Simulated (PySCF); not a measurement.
A PySCF script (with the pyscf-properties extension) for the NMR shieldings of SMILES CC[C@H](C)n1nccc1C, C8H14N2, on a GFN2-xTB geometry:

```python
import basis_set_exchange as bse
import numpy as np
from pyscf import gto, dft
from pyscf.prop import nmr

atoms = """
C    -2.011032    1.054372    0.915756
C    -1.969440   -0.159202   -0.004432
C    -0.657305   -0.232926   -0.794127
C    -0.678182   -1.385167   -1.798061
N     0.447469   -0.418879    0.118370
N     0.465306   -1.485802    0.916547
C     1.578286   -1.401897    1.616574
C     2.301224   -0.256314    1.266408
C     1.540695    0.359304    0.292759
C     1.791251    1.617191   -0.459648
H    -1.934506    1.976471    0.341672
H    -2.943607    1.074561    1.473822
H    -1.189058    1.018872    1.627300
H    -2.801739   -0.117848   -0.709085
H    -2.059447   -1.071352    0.586663
H    -0.494800    0.713512   -1.319894
H    -1.502173   -1.263494   -2.495747
H     0.254424   -1.418463   -2.357343
H    -0.796100   -2.324595   -1.264729
H     1.822711   -2.155251    2.338993
H     3.239826    0.074367    1.662437
H     2.741607    2.039669   -0.144305
H     1.007547    2.351146   -0.269064
H     1.835309    1.431487   -1.533310
"""
names = dict.fromkeys(["C", "N", "H"], "pcSseg-1")
basis = {el: gto.basis.parse(bse.get_basis(n, elements=[el], fmt="nwchem")) for el, n in names.items()}
mol = gto.M(atom=atoms, basis=basis, charge=0, verbose=0)
mf = dft.RKS(mol, xc="PBE0")
mf.grids.level = 2
mf.grids.alignment = dft.numint.BLKSIZE   # the property module wants whole blocks of grid points
mf.conv_tol = 1e-9
mf.kernel()

calc = nmr.RKS(mf)   # GIAO
C = mf.mo_coeff
Co = C[:, mf.mo_occ > 0]
resp = mf.gen_response(singlet=True, hermi=2)
def vind(x):   # induced exchange potential for any number of trial vectors
    d = np.einsum("pi,xij,qj->xpq", C, 2 * x.reshape(-1, C.shape[1], Co.shape[1]), Co, optimize=True)
    return np.einsum("xpq,pi,qj->xij", resp(d - d.transpose(0, 2, 1)), C, Co, optimize=True).ravel()
mo1, _ = nmr.rhf.solve_mo1(calc, with_cphf=vind)
sigma = calc.kernel(mo1)
for i, s in enumerate(sigma):   # ppm
    print("%2d %-2s %9.2f" % (i, mol.atom_pure_symbol(i), np.trace(s) / 3))
```

**Question.** What are the results?

**Answer.** 
```
 0 C     173.51
 1 C     152.38
 2 C     129.08
 3 C     161.87
 4 N      25.25
 5 N     -66.44
 6 C      44.46
 7 C      76.93
 8 C      45.94
 9 C     173.66
10 H      31.11
11 H      30.76
12 H      31.21
13 H      30.23
14 H      29.19
15 H      27.96
16 H      30.61
17 H      30.48
18 H      29.54
19 H      24.16
20 H      25.64
21 H      29.19
22 H      29.42
23 H      29.47
```

These numbers come from an equivalent density-fitted implementation of the same equations, which agrees with the script to about 0.01 ppm for H and up to a few tenths of a ppm for heavy atoms, so last digits may differ.

**Question.** Turn these shieldings into chemical shifts. References, each an isolated molecule treated in the same way: 13C (186.93 ppm), 1H (31.72 ppm) vs TMS; 15N (267.73 ppm) against NH3.

**Answer.** Averaging equivalent atoms: C 6: 142.5; C 8: 141.0; C 7: 110.0; C 2: 57.8; C 1: 34.5; C 3: 25.1; C 0: 13.4; C 9: 13.3; N 5: 334.2; N 4: 242.5; H 19: 7.56; H 20: 6.08; H 15: 3.76; H 14: 2.52; H 21/22/23: 2.36; H 16/17/18: 1.51; H 13: 1.48; H 10/11/12: 0.69 ppm. Experimental scales use liquid or dissolved standards, which lie at an offset from isolated NH3 (liquid NH3: subtract about 20 ppm). Unscaled 15N shifts of sp2 nitrogen come out 20 to 40 ppm too high even then.

Size and cost of the density-fitted run: 240 basis functions, roughly 2.5 core-minutes.
